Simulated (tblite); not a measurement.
Record of a relaxation.

Species: C6H16BPS.
Atom-mapped SMILES: `[PH3+:1][BH2-:2][S:3][CH2:4][CH:5]1[CH2:6][CH2:7][CH2:8][CH2:9]1` (hydrogens: H10, H11, H12 on P1; H13, H14 on B2; H15, H16 on C4; H17 on C5; H18, H19 on C6; H20, H21 on C7; H22, H23 on C8; H24, H25 on C9)

Computed with GFN2-xTB (tblite), gas phase: L-BFGS steps from a force-field or distance-geometry start until the largest atomic force falls under 0.01 eV/Å. 8 of its 186 geometries are shown.

Step 0: E = -761.5891 eV, largest atomic force 2.718 eV/Å
```
atom  x, y, z in Å  |  force x, y, z in eV/Å
P1      4.311   -0.277    0.338   -1.376   0.064  -0.393
B2      2.912    0.781   -0.416   -0.033   1.486   0.029
S3      1.240   -0.079   -0.315   -0.109  -1.147  -0.713
C4      0.211    0.539    1.027    1.136   1.625   1.859
C5     -1.235    0.157    0.943    0.086   0.127   0.983
C6     -1.973    1.017   -0.056   -0.517   1.469   0.628
C7     -2.914    0.097   -0.769   -0.588   0.541  -0.618
C8     -2.139   -1.190   -0.819   -1.162  -1.565  -0.823
C9     -1.485   -1.265    0.528   -0.676  -1.306   0.974
H10     5.451    0.481    0.640   -0.068  -0.907   0.121
H11     3.757   -0.894    1.481    0.992   0.097  -0.370
H12     4.612   -1.332   -0.550    0.361   0.360   0.856
H13     3.181    1.036   -1.539    0.068  -0.345  -0.323
H14     2.907    1.840    0.144   -0.078  -0.120   0.394
H15     0.259    1.659    1.000    0.131  -0.600  -0.010
H16     0.626    0.270    2.053   -0.151  -0.079  -1.097
H17    -1.683    0.297    1.953    0.375   0.121  -0.391
H18    -1.285    1.517   -0.750   -0.237  -0.079   0.277
H19    -2.580    1.736    0.536    0.591   0.253  -0.673
H20    -3.819    0.005   -0.143    0.180  -0.241  -0.419
H21    -3.188    0.507   -1.754   -0.073  -0.330   0.289
H22    -1.438   -1.254   -1.665   -0.205   0.171   0.404
H23    -2.883   -2.017   -0.876    0.648   0.149  -0.481
H24    -2.244   -1.691    1.238    0.625   0.098  -0.439
H25    -0.612   -1.915    0.559    0.078   0.159  -0.064
```

Step 26: E = -762.6052 eV, largest atomic force 0.172 eV/Å
```
atom  x, y, z in Å  |  force x, y, z in eV/Å
P1      4.088   -0.174    0.367   -0.046   0.019  -0.053
B2      2.757    0.983   -0.446   -0.003   0.159  -0.065
S3      1.247   -0.179   -0.455    0.018   0.011   0.023
C4      0.319    0.474    0.993   -0.105   0.040   0.073
C5     -1.182    0.187    0.958   -0.048  -0.096  -0.009
C6     -1.939    1.049   -0.076    0.069  -0.041  -0.006
C7     -2.930    0.093   -0.744   -0.010   0.071   0.030
C8     -2.150   -1.217   -0.786   -0.056   0.058  -0.070
C9     -1.499   -1.277    0.596   -0.014  -0.087  -0.104
H10     5.420    0.134    0.655   -0.038  -0.011   0.035
H11     3.776   -0.814    1.550    0.000  -0.037  -0.073
H12     4.347   -1.266   -0.434   -0.062  -0.077   0.105
H13     3.154    1.194   -1.548   -0.053   0.048   0.088
H14     2.569    1.926    0.247    0.088   0.022  -0.094
H15     0.474    1.550    1.014    0.043   0.067   0.008
H16     0.763    0.038    1.891    0.017  -0.043  -0.013
H17    -1.567    0.405    1.960    0.051   0.019   0.003
H18    -1.238    1.422   -0.821    0.053  -0.047  -0.039
H19    -2.421    1.912    0.389   -0.010  -0.110  -0.030
H20    -3.822   -0.016   -0.125   -0.003  -0.031   0.037
H21    -3.244    0.436   -1.730    0.054  -0.003   0.012
H22    -1.381   -1.149   -1.555    0.065   0.006   0.048
H23    -2.769   -2.087   -1.005   -0.051   0.028   0.080
H24    -2.186   -1.720    1.320   -0.018   0.071  -0.016
H25    -0.596   -1.881    0.574    0.058  -0.036   0.031
```

Step 53: E = -762.6960 eV, largest atomic force 0.078 eV/Å
```
atom  x, y, z in Å  |  force x, y, z in eV/Å
P1      3.875   -0.134    0.321   -0.023   0.015   0.024
B2      2.758    1.204   -0.516   -0.052  -0.057   0.010
S3      1.255    0.005   -0.541    0.024   0.000  -0.005
C4      0.389    0.419    1.030    0.010   0.018  -0.037
C5     -1.112    0.150    0.962    0.011  -0.027  -0.005
C6     -1.805    1.004   -0.117    0.031  -0.017   0.015
C7     -2.854    0.085   -0.733    0.024   0.008   0.015
C8     -2.123   -1.252   -0.762   -0.023   0.003  -0.003
C9     -1.461   -1.313    0.615   -0.005  -0.009  -0.031
H10     5.224   -0.117    0.730   -0.007   0.000  -0.010
H11     3.363   -0.603    1.511   -0.026  -0.035   0.016
H12     3.914   -1.314   -0.386    0.015  -0.011  -0.001
H13     3.150    1.419   -1.608   -0.005   0.022   0.006
H14     2.602    2.127    0.203    0.005   0.025  -0.022
H15     0.563    1.477    1.216    0.003   0.055   0.020
H16     0.850   -0.164    1.832   -0.019  -0.018  -0.011
H17    -1.517    0.399    1.950    0.011   0.001   0.007
H18    -1.068    1.259   -0.879   -0.015   0.062  -0.010
H19    -2.230    1.923    0.288    0.024  -0.012   0.002
H20    -3.726    0.019   -0.079   -0.006   0.001  -0.046
H21    -3.176    0.415   -1.720    0.006   0.003   0.037
H22    -1.352   -1.228   -1.533   -0.036  -0.016   0.009
H23    -2.790   -2.092   -0.949    0.024  -0.041   0.015
H24    -2.164   -1.715    1.347    0.022   0.005   0.000
H25    -0.576   -1.947    0.606    0.008   0.023   0.006
```

Step 79: E = -762.7056 eV, largest atomic force 0.041 eV/Å
```
atom  x, y, z in Å  |  force x, y, z in eV/Å
P1      3.815   -0.146    0.358   -0.033   0.003   0.001
B2      2.752    1.211   -0.527    0.025  -0.026   0.020
S3      1.240    0.043   -0.601   -0.001   0.009   0.015
C4      0.410    0.442    0.990   -0.001   0.001  -0.004
C5     -1.086    0.149    0.959   -0.002  -0.008  -0.003
C6     -1.806    1.006   -0.097    0.000  -0.001  -0.004
C7     -2.843    0.083   -0.727   -0.002  -0.013   0.006
C8     -2.126   -1.262   -0.749    0.008   0.001   0.008
C9     -1.422   -1.315    0.608    0.000  -0.011   0.000
H10     5.139   -0.143    0.842    0.004  -0.003   0.010
H11     3.238   -0.679    1.492   -0.003   0.014  -0.007
H12     3.904   -1.292   -0.396    0.016  -0.025  -0.012
H13     3.200    1.406   -1.601    0.012   0.008  -0.028
H14     2.585    2.153    0.164    0.004   0.021   0.011
H15     0.567    1.504    1.180    0.011   0.005  -0.009
H16     0.901   -0.135    1.780   -0.012  -0.014   0.005
H17    -1.469    0.383    1.958   -0.004   0.007  -0.003
H18    -1.083    1.303   -0.857   -0.007   0.014  -0.019
H19    -2.246    1.905    0.333   -0.005   0.000   0.008
H20    -3.731    0.024   -0.093   -0.008  -0.005  -0.003
H21    -3.144    0.417   -1.719   -0.011  -0.010   0.015
H22    -1.381   -1.266   -1.545   -0.014   0.010   0.007
H23    -2.807   -2.101   -0.897    0.025   0.009  -0.001
H24    -2.091   -1.735    1.361   -0.008   0.006   0.001
H25    -0.526   -1.932    0.570    0.008   0.008  -0.016
```

Step 106: E = -762.7122 eV, largest atomic force 0.036 eV/Å
```
atom  x, y, z in Å  |  force x, y, z in eV/Å
P1      3.764   -0.199    0.396   -0.007   0.004   0.034
B2      2.809    1.208   -0.527   -0.014  -0.013   0.000
S3      1.233    0.132   -0.685    0.013   0.004   0.011
C4      0.421    0.505    0.919    0.012   0.007   0.013
C5     -1.065    0.172    0.933    0.006  -0.010   0.002
C6     -1.855    1.011   -0.086   -0.009  -0.004  -0.002
C7     -2.882    0.050   -0.675   -0.012  -0.022  -0.009
C8     -2.103   -1.258   -0.753   -0.003  -0.016  -0.001
C9     -1.365   -1.301    0.585    0.003  -0.010  -0.014
H10     5.037   -0.224    0.998    0.003  -0.001  -0.022
H11     3.087   -0.748    1.464   -0.005  -0.001   0.003
H12     3.909   -1.331   -0.371   -0.013  -0.018  -0.019
H13     3.313    1.379   -1.580    0.019   0.010  -0.029
H14     2.661    2.160    0.154    0.006   0.004   0.022
H15     0.562    1.569    1.111   -0.009   0.016  -0.006
H16     0.940   -0.066    1.696    0.012   0.010   0.026
H17    -1.421    0.389    1.947    0.002  -0.002   0.007
H18    -1.178    1.343   -0.874    0.003  -0.008  -0.008
H19    -2.312    1.887    0.370   -0.008   0.012   0.006
H20    -3.728   -0.064    0.005   -0.018   0.013   0.000
H21    -3.256    0.380   -1.643    0.003   0.000  -0.013
H22    -1.382   -1.209   -1.569   -0.001   0.013   0.016
H23    -2.743   -2.127   -0.900   -0.006   0.000  -0.006
H24    -2.007   -1.744    1.349    0.023   0.011  -0.006
H25    -0.452   -1.889    0.522    0.000   0.001  -0.004
```

Step 132: E = -762.7323 eV, largest atomic force 0.035 eV/Å
```
atom  x, y, z in Å  |  force x, y, z in eV/Å
P1      3.573   -0.406    0.454    0.007   0.012  -0.026
B2      2.969    1.205   -0.428    0.012  -0.010   0.011
S3      1.254    0.428   -0.772   -0.004  -0.007  -0.008
C4      0.401    0.810    0.804    0.015   0.016   0.003
C5     -1.015    0.248    0.869    0.006   0.012   0.002
C6     -1.975    0.992   -0.073    0.008  -0.001  -0.010
C7     -2.946   -0.078   -0.559   -0.002  -0.016  -0.010
C8     -2.030   -1.282   -0.756   -0.009   0.006  -0.005
C9     -1.116   -1.241    0.472   -0.019   0.002   0.009
H10     4.788   -0.713    1.100   -0.020   0.004  -0.005
H11     2.753   -0.860    1.465   -0.010  -0.026  -0.002
H12     3.529   -1.502   -0.375    0.015  -0.024  -0.018
H13     3.582    1.336   -1.429   -0.002   0.016  -0.002
H14     2.937    2.127    0.307   -0.015   0.003   0.025
H15     0.379    1.897    0.896   -0.017   0.007   0.019
H16     1.008    0.405    1.624    0.001   0.004  -0.018
H17    -1.352    0.373    1.904   -0.007   0.000   0.006
H18    -1.411    1.380   -0.922    0.003  -0.008  -0.003
H19    -2.473    1.823    0.425    0.000   0.003  -0.009
H20    -3.691   -0.294    0.210    0.020   0.008  -0.010
H21    -3.465    0.214   -1.471    0.007  -0.013   0.001
H22    -1.436   -1.140   -1.660    0.002  -0.004   0.024
H23    -2.577   -2.221   -0.838    0.029   0.015   0.009
H24    -1.561   -1.815    1.286    0.012  -0.009   0.017
H25    -0.135   -1.662    0.254   -0.033   0.011   0.001
```

Step 159: E = -762.7622 eV, largest atomic force 0.058 eV/Å
```
atom  x, y, z in Å  |  force x, y, z in eV/Å
P1      3.333   -0.579    0.330   -0.014   0.018  -0.007
B2      3.022    1.230   -0.250   -0.001   0.011   0.002
S3      1.241    0.771   -0.805    0.018   0.038   0.037
C4      0.375    1.027    0.790    0.010   0.008   0.010
C5     -0.994    0.361    0.840    0.026   0.016   0.010
C6     -1.985    0.971   -0.161    0.021  -0.010  -0.007
C7     -2.899   -0.190   -0.537   -0.005  -0.001  -0.015
C8     -1.915   -1.348   -0.664   -0.012  -0.016  -0.009
C9     -0.951   -1.146    0.509   -0.004  -0.002   0.011
H10     4.459   -1.129    0.974   -0.012  -0.043  -0.006
H11     2.393   -1.083    1.202    0.014  -0.012   0.008
H12     3.221   -1.508   -0.678    0.023   0.001  -0.013
H13     3.715    1.475   -1.174   -0.008  -0.001   0.017
H14     3.047    1.983    0.662   -0.007   0.010  -0.045
H15     0.277    2.106    0.931    0.020  -0.042   0.001
H16     1.018    0.624    1.583   -0.032   0.046  -0.013
H17    -1.372    0.500    1.859   -0.025   0.001  -0.007
H18    -1.437    1.295   -1.047    0.008   0.025   0.016
H19    -2.513    1.826    0.260   -0.027  -0.031  -0.031
H20    -3.617   -0.385    0.262    0.021   0.005  -0.016
H21    -3.444   -0.012   -1.462   -0.036   0.029   0.009
H22    -1.377   -1.258   -1.608    0.023   0.015   0.030
H23    -2.401   -2.322   -0.637   -0.009  -0.009   0.014
H24    -1.268   -1.734    1.371    0.015  -0.007   0.003
H25     0.061   -1.451    0.239   -0.006  -0.049   0.002
```

Step 185: E = -762.7684 eV, largest atomic force 0.009 eV/Å
```
atom  x, y, z in Å  |  force x, y, z in eV/Å
P1      3.297   -0.598    0.277    0.006  -0.001   0.006
B2      3.029    1.251   -0.199   -0.004   0.001   0.003
S3      1.241    0.848   -0.769    0.006  -0.001  -0.006
C4      0.363    1.058    0.825   -0.005   0.001   0.001
C5     -1.002    0.382    0.843   -0.001   0.004   0.000
C6     -1.965    0.962   -0.202   -0.001   0.002   0.000
C7     -2.873   -0.208   -0.560    0.001   0.002   0.000
C8     -1.890   -1.372   -0.632    0.001  -0.001   0.000
C9     -0.942   -1.132    0.547    0.002   0.004   0.003
H10     4.404   -1.245    0.867    0.000   0.002  -0.005
H11     2.347   -1.139    1.116   -0.004   0.002  -0.001
H12     3.160   -1.442   -0.802   -0.001  -0.005  -0.001
H13     3.725    1.521   -1.114    0.001   0.001  -0.001
H14     3.069    1.967    0.739    0.003   0.000   0.000
H15     0.258    2.131    0.989   -0.003   0.002   0.001
H16     1.000    0.645    1.616    0.001  -0.001  -0.003
H17    -1.419    0.539    1.844    0.001  -0.001   0.002
H18    -1.393    1.262   -1.081   -0.002   0.003  -0.001
H19    -2.510    1.826    0.174    0.000  -0.001   0.006
H20    -3.602   -0.378    0.236    0.000  -0.001  -0.005
H21    -3.410   -0.053   -1.495    0.000   0.000   0.001
H22    -1.334   -1.313   -1.568    0.005  -0.001   0.000
H23    -2.379   -2.344   -0.579   -0.002  -0.004   0.002
H24    -1.259   -1.703    1.421   -0.003   0.000   0.001
H25     0.074   -1.441    0.294   -0.001  -0.006  -0.001
```

Task: Summarise the path.

Result: The energy falls by 1.1793 eV from step 0 to step 185; nine tenths of that is first reached at step 36. It falls at every step. The largest force goes from 2.718 to 0.009 eV/Å. Among the bonds C4–H16 changes most (a near tie, within 0.001 Å, with another), from 1.139 to 1.096 Å; the atoms move by 0.830 Å rms after alignment.

Task: Follow the three bonds and two angles with the largest change from start to end.

Result: 
| step | E above end (eV) | largest force (eV/Å) | C4–H16 (Å) | C5–C9 (Å) | B2–S3 (Å) | P1–B2–S3 (°) | B2–P1–H10 (°) |
| --- | --- | --- | --- | --- | --- | --- | --- |
| 0 | 1.1793 | 2.718 | 1.139 | 1.502 | 1.883 | 112.1 | 112.4 |
| 8 | 0.3017 | 0.397 | 1.096 | 1.542 | 1.906 | 102.9 | 120.2 |
| 16 | 0.2225 | 0.214 | 1.097 | 1.542 | 1.905 | 103.5 | 125.2 |
| 24 | 0.1760 | 0.200 | 1.095 | 1.539 | 1.910 | 101.7 | 127.8 |
| 32 | 0.1295 | 0.142 | 1.095 | 1.543 | 1.916 | 95.8 | 127.0 |
| 40 | 0.0933 | 0.125 | 1.095 | 1.543 | 1.913 | 92.9 | 129.4 |
| 48 | 0.0769 | 0.054 | 1.094 | 1.543 | 1.913 | 92.2 | 132.2 |
| 56 | 0.0694 | 0.063 | 1.096 | 1.543 | 1.920 | 91.3 | 131.7 |
| 64 | 0.0663 | 0.026 | 1.095 | 1.542 | 1.918 | 91.1 | 131.7 |
| 72 | 0.0648 | 0.034 | 1.095 | 1.543 | 1.915 | 91.3 | 131.8 |
| 80 | 0.0625 | 0.043 | 1.095 | 1.542 | 1.914 | 91.3 | 132.1 |
| 88 | 0.0606 | 0.035 | 1.095 | 1.542 | 1.918 | 90.8 | 131.5 |
| 97 | 0.0582 | 0.033 | 1.096 | 1.542 | 1.916 | 91.4 | 131.6 |
| 105 | 0.0565 | 0.030 | 1.095 | 1.542 | 1.914 | 92.0 | 131.6 |
| 113 | 0.0520 | 0.062 | 1.097 | 1.544 | 1.915 | 92.6 | 129.8 |
| 121 | 0.0459 | 0.094 | 1.096 | 1.543 | 1.915 | 92.5 | 129.7 |
| 129 | 0.0376 | 0.067 | 1.097 | 1.544 | 1.916 | 91.3 | 131.2 |
| 137 | 0.0340 | 0.040 | 1.096 | 1.544 | 1.917 | 90.9 | 131.6 |
| 145 | 0.0271 | 0.081 | 1.097 | 1.545 | 1.915 | 91.0 | 130.5 |
| 153 | 0.0164 | 0.107 | 1.096 | 1.544 | 1.916 | 91.2 | 128.5 |
| 161 | 0.0038 | 0.074 | 1.097 | 1.543 | 1.924 | 90.5 | 130.0 |
| 169 | 0.0006 | 0.021 | 1.096 | 1.544 | 1.918 | 90.4 | 130.5 |
| 177 | 0.0002 | 0.016 | 1.096 | 1.544 | 1.919 | 90.1 | 130.6 |
| 185 | 0.0000 | 0.009 | 1.096 | 1.544 | 1.919 | 90.1 | 130.7 |

What follows is the cost of the whole relaxation. Time: 2.0 s wall. Hardware: Arm Neoverse V1, one thread (shared host).
